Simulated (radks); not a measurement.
Neutral osmium inside a hard spherical wall (all orbitals vanish at R), configuration held at [Xe] 4f14 5d6 6s2 and not refilled when levels cross. Calculated with a radial shooting solver on a logarithmic mesh with Libxc functionals: scalar-relativistic Kohn-Sham, r2SCAN, spin-polarised, spherical densities, finite nucleus; open shells are filled with parallel spins first (spin-orbit coupling, left out, can overturn this in heavy ions); meta-GGA in the generalised Kohn-Sham scheme; Fermi nuclear charge, rms radius 5.4126 fm. Eigenvalues in eV for spin up, with the zero of energy where the potential of the charges vanishes at infinity; a dash marks a level that is unbound or too diffuse for the functional's potential to be trusted. A positive occupied level is held by the wall or, in an anion where self-interaction has pushed it up, behind a barrier. The pressure on the wall is -dE/dV.

R (bohr)  E (hartree)  kinetic (hartree)    e(5p)    e(4f)   e(5d)   e(6s)  e(6p, empty)  e(7s, empty)  pressure (GPa)
free      -17252.7326          19115.910  -53.407  -52.641  -7.703  -7.013        -1.174             -               0
12        -17252.7326          19115.910  -53.405  -52.640  -7.702  -7.011        -1.151         1.225        0.000303
4         -17252.2330          19118.406  -47.007  -45.676  -1.787   0.652        11.528        47.004             107
3.5       -17251.6748          19120.753  -43.188  -41.182   2.117   7.070        20.729        72.013             315
3         -17250.3517          19126.017  -36.834  -33.390   9.294  20.374        38.779        116.41            1060
2.5       -17246.8199          19139.527  -25.031  -18.803  23.973  50.826        77.437        202.32            4320
2         -17235.6449          19179.868    1.974   11.540  59.137  129.75        170.39        390.49           23100
1.5       -17190.7831          19327.330   86.775   85.100  166.31  371.35        436.78        887.14          185000
